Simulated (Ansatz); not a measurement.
Isolated molecules relaxed with PBE0-D4/def2-TZVP in Ansatz; ΔE leaves out vibrations. CCSD(T)/CBS is the MP2 limit (def2-TZVPP, def2-QZVPP) plus CCSD(T) − MP2 in def2-TZVPP, frozen cores. This one scheme is used for every species. DFT in def2-TZVPP. B3LYP here is the variant with VWN-RPA as its local correlation; programs differ in this. Each species was taken in one conformer, which may not be the lowest.

Consider the hydrogenolysis of the Si–N bond: `C[Si@H](O)N[Si@@H](O)F` + H₂ → `C[SiH2]O` + `N[SiH](O)F`.

`C[Si@H](O)N[Si@@H](O)F`:

Cartesian coordinates in Å:
```
C 0.502 1.232 2.170
Si 0.316 0.807 0.377
O -0.876 1.762 -0.233
N -0.073 -0.885 0.226
Si -0.292 -1.703 -1.237
O -0.620 -0.525 -2.334
F 1.008 -2.469 -1.765
H 0.722 2.296 2.286
H -0.419 1.020 2.718
H 1.318 0.665 2.626
H 1.568 1.037 -0.390
H -1.133 1.542 -1.133
H -0.344 -1.366 1.071
H -1.339 -2.740 -1.144
H -0.338 -0.672 -3.238
```

H₂:

```xyz
2

H    -0.256    0.239   -0.129
H     0.256   -0.239    0.129
```

`C[SiH2]O`:

```xyz
9

C    -0.437   -0.564   -0.932
Si   -0.101    0.239    0.716
O     1.509    0.490    0.984
H    -1.508   -0.753   -1.049
H     0.089   -1.518   -1.016
H    -0.120    0.076   -1.760
H    -0.541   -0.643    1.825
H    -0.847    1.529    0.786
H     1.954    1.144    0.445
```

`N[SiH](O)F`:

```xyz
8

N     0.529    1.050   -0.157
Si   -0.363   -0.393   -0.254
O     0.107   -1.439    0.902
F    -1.881    0.069   -0.082
H     0.138    1.917   -0.487
H     1.535    1.052   -0.202
H    -0.292   -1.169   -1.505
H     0.226   -1.086    1.786
```

| level | ΔE (kcal/mol) |
| --- | --- |
| r2SCAN-D4 | 16.6 |
| B3LYP | 11.6 |

**Question.** What does CCSD(T)/CBS give? (An estimate is asked.)

**Answer.** The calculation gave: +16.0 kcal/mol. The listed levels differ from it by 0.6, -4.4 kcal/mol.

Largest T1 diagnostic among the species: 0.011.

In def2-TZVPP, CCSD(T) changes the Hartree–Fock value by +5.5 kcal/mol (the triples alone add +1.2 kcal/mol) and MP2 by +6.9 kcal/mol. The D4 term adds +4.3 kcal/mol with B3LYP and +2.4 kcal/mol with PBE0; it sums over pairs of atoms, weighted by their polarisabilities, and B3LYP, whose exchange is more repulsive, gets the larger term.
